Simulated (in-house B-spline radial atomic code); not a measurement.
Response of Sb IV (Sb3+) as one setting changes: the share of exact exchange in a PBE hybrid. A dash marks a strongly mixed or unbound state. Computed with an all-electron radial atomic-structure program (B-spline basis): linear response of the closed shell [Kr] 4d10 5s2 with the functional's adiabatic kernel; scalar-relativistic (spin-free one-electron X2C), finite nucleus, no spin-orbit coupling, no double excitations, S, P, D and F terms only; shells from n = 3 respond. Only terms of natural parity with L up to 3 were computed.

| share of exact exchange in a PBE hybrid | lowest 1P (eV) | lowest 3P, Tamm-Dancoff (eV) | minus highest occupied level (eV) | α (bohr³) |
| --- | --- | --- | --- | --- |
| 0 | 5s → 5p 12.037 | 5s → 5p 8.920 | 38.88 | 10.3 |
| 0.1 | 5s → 5p 11.924 | 5s → 5p 8.777 | 39.28 | 10.47 |
| 0.2 | 5s → 5p 11.809 | 5s → 5p 8.635 | 39.68 | 10.66 |
| 0.3 | 5s → 5p 11.692 | 5s → 5p 8.492 | 40.07 | 10.84 |
| 0.4 | 5s → 5p 11.575 | 5s → 5p 8.350 | 40.47 | 11.04 |
| 0.5 | ? | ? | ? | ? |
| 0.6 | 5s → 5p 11.336 | 5s → 5p 8.067 | 41.25 | 11.46 |
| 0.7 | ? | ? | ? | ? |
| 0.8 | 5s → 5p 11.091 | 5s → 5p 7.786 | 42.03 | 11.91 |
| 0.9 | 5s → 5p 10.967 | 5s → 5p 7.645 | 42.42 | 12.16 |
| 1 | 5s → 5p 10.842 | 5s → 5p 7.505 | 42.80 | 12.41 |

**Question.** What belongs in the row for 0.7?

**Answer.** lowest 1P (eV): 5s → 5p 11.214; lowest 3P, Tamm-Dancoff (eV): 5s → 5p 7.926; minus highest occupied level (eV): 41.64; α (bohr³): 11.68.

**Question.** What belongs in the row for 0.5?

**Answer.** lowest 1P (eV): 5s → 5p 11.456; lowest 3P, Tamm-Dancoff (eV): 5s → 5p 8.209; minus highest occupied level (eV): 40.86; α (bohr³): 11.25.
